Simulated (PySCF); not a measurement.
These 6 structures share the formula C9H12O. Theory: PySCF, PBE0-D3(BJ)/def2-SVP geometry optimisation, gas phase. Energies are electronic, without zero-point or thermal terms, for one conformer each. No frequencies were run at this level. Point groups hold within 0.08 Å.

Problem. Order them by energy at this level, lowest first, and give relative energies in kJ/mol.
A. `[CH3:1][CH2:2][O:3][c:4]1[cH:5][cH:6][c:7]([CH3:8])[cH:9][cH:10]1` with C1–C2–O3–C4 180°, C2–O3–C4–C5 180°
B. `[CH3:1][CH:2]([CH3:3])[O:4][c:5]1[cH:6][cH:7][cH:8][cH:9][cH:10]1` with C1–C2–O4–C5 78°, C2–O4–C5–C6 -177°
C. `[O:1]=[CH:2]/[C:3]1=[CH:4]/[CH2:5][CH2:6]/[CH:7]=[CH:8]\[CH2:9][CH2:10]1` with O1–C2–C3–C4 178°, C3–C4–C5–C6 15°, C4–C5–C6–C7 62°, C5–C6–C7–C8 -83°, C7–C8–C9–C10 15°
D. `[CH3:1][C@H:2]1[CH2:3][C:4](=[O:5])[CH:6]=[C:7]1[CH:8]1[CH2:9][CH2:10]1` with C6–C7–C8–C9 40°
E. `[CH3:1][CH2:2][c:3]1[cH:4][cH:5][c:6]([O:7][CH3:8])[cH:9][cH:10]1` with C1–C2–C3–C4 89°, C5–C6–O7–C8 0° (4-ethylanisole)
F. `[CH3:1][CH2:2][CH2:3][O:4][c:5]1[cH:6][cH:7][cH:8][cH:9][cH:10]1` with C1–C2–C3–O4 180°, C2–C3–O4–C5 -179°, C3–O4–C5–C6 179°

Solution. B (0.0), A (1.0), F (10.4), E (13.7), D (76.5), C (109.1).

As drawn, the lowest has an aromatic ring, which the highest lacks; the highest has a C=O bond and a C=C bond outside aromatic rings, which the lowest lacks. Neighbours under 10 kJ/mol apart (CC(C)Oc1ccccc1 and CCOc1ccc(C)cc1; CCOc1ccc(C)cc1 and CCCOc1ccccc1; CCCOc1ccccc1 and CCc1ccc(OC)cc1) can change places with a better method, another conformer or zero-point energy.

| SMILES | E (Eh) | E rel (kJ/mol) | dipole (D) | point group | A, B, C (MHz) |
| --- | --- | --- | --- | --- | --- |
| CC(C)Oc1ccccc1 | -424.61837 | 0.0 | 1.48 | C1 | 3311, 770.3, 681.9 |
| CCOc1ccc(C)cc1 | -424.61798 | 1.0 | 1.18 | – | 4679, 637.6, 567.2 |
| CCCOc1ccccc1 | -424.61442 | 10.4 | 1.42 | Cs | 4437, 595.6, 530.4 |
| CCc1ccc(OC)cc1 | -424.61314 | 13.7 | 1.22 | C1 | 3888, 683.1, 617.0 |
| C[C@H]1CC(=O)C=C1C1CC1 | -424.58922 | 76.5 | 4.58 | C1 | 2104, 986.6, 741.6 |
| O=C/C1=C/CC/C=C\CC1 | -424.57683 | 109.1 | 3.32 | C1 | 2159, 1055, 792.9 |
